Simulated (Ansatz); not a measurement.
Born–Oppenheimer molecular dynamics of FGe2H5 (8 atoms, charge 0, multiplicity 1). It starts from a relaxed structure.

These are results of Ansatz, RKS BLYP-D4/def2-SVP, not measurements.

- ensemble: NVE (velocity Verlet)
- time step: 0.5 fs
- steps asked: 166
- starting velocities drawn for: 2000 K
- seed: 714802

First frame:

```xyz
8
Properties=species:S:1:pos:R:3
Ge 0.038 0.030 0.058
H -0.336 -0.333 1.528
H 1.587 0.114 -0.106
Ge -1.156 1.996 -0.810
H -2.689 1.779 -0.704
H -0.766 3.252 0.022
H -0.777 2.240 -2.296
F -0.483 -1.350 -0.932
```

Question: How far do the bonds stretch over the last three quarters of this one trajectory? (Pairs bonded in most of those frames.)

Answer: 
```tsv
bond	mean (Å)	spread (Å)	shortest	longest
Ge1–H2	1.582	0.043	1.51	1.66
Ge1–H3	1.586	0.076	1.46	1.69
Ge1–Ge4	2.649	0.061	2.49	2.71
Ge1–F8	1.783	0.038	1.72	1.84
Ge4–H5	1.587	0.090	1.44	1.72
Ge4–H6	1.562	0.025	1.52	1.61
Ge4–H7	1.607	0.128	1.40	1.78
```

Mean temperature of the second half: 976 K. The conserved energy stayed within 0.5 meV per atom of its start (net change 0.35 meV per atom), so the integration is sound. Over the second half the temperature averaged 0.49 of the 2000 K drawn at the start: a run that starts near a minimum puts about half its kinetic energy into the potential. A run of 0.083 ps of so small a system gives no equilibrium averages.

The run took 2.1 min on 4 threads of Arm Neoverse V2 (shared host), peak memory 0.15 GiB.
